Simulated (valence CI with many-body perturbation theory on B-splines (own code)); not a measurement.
Ge¹¹⁺: what the settings do

Calculated by relativistic CI+MBPT: three valence electrons over a frozen Dirac-Fock core [Ar], radial functions for each j: 6 s, 6 p, 5 d, 5 f, 1 g, with the one-electron correlation potential Σ1 (screened to all orders), the two-electron term Σ2, the three-electron term Σ3, Breit, model QED; selected single and double excitations, second order for the rest, scaled by the run's own slope (own B-spline code, finite nucleus).

No measured spectrum was set against this ion. As an estimate, terms of the open shell hold to 2 to 4 % of their energy, and close levels can change places. Only levels of the ground parity were solved; by the run's estimate the other parity begins above the list, which can be wrong where configurations are misplaced.

The reference run has the lowest level 3d³ ⁴F_3/2 and an ionisation energy of 326.316 eV. Its largest variational space holds 2335 state functions.

Names give the largest LS component (configuration and term), which can be under half, so a name can repeat, a term be missing and a line seem to break the LS rules; names also repeat where a configuration has a term twice. Letters in brackets count levels of one name in rising energy.

Changed runs:
A. natural orbitals for correlation on → off
B. cutoff of virtual states (hartree) 2048 → 330
C. highest l in the core sums 6 → 4
D. Davidson iteration limit 60 → 2 (bad on purpose)

Excitation energies of the reference run in cm⁻¹, and shifts in cm⁻¹:

```csv
Level,Reference,A,B,C,D
3d³ ⁴F_5/2,2572,-19,-2.5,+1.9,0
3d³ ⁴F_7/2,5727,-24,-5.3,+3.1,0
3d³ ⁴F_9/2,9217,-10,-8.0,+3.1,0
3d³ ⁴P_1/2,33731,+903,-4.0,-109,0
3d³ ⁴P_3/2,33808,+1013,-3.1,-117,+0.1
3d³ ²G_7/2,37308,+1280,-5.3,-16,0
3d³ ⁴P_5/2,37910,+880,-7.8,-106,0
3d³ ²G_9/2,39580,+1273,-6.2,-2.6,+0.1
3d³ ²D_3/2 [a],46861,+2013,-5.5,-176,0
3d³ ²P_1/2,48921,+1970,-7.4,-179,0
3d³ ²H_9/2,51880,+1364,-9.0,+56,0
3d³ ²H_11/2,52800,+1376,-8.4,+69,0
Ionisation energy (eV),326.316,-0.060,-0.022,+0.082,0
```

Run D: The Davidson iterations stopped at their limit.
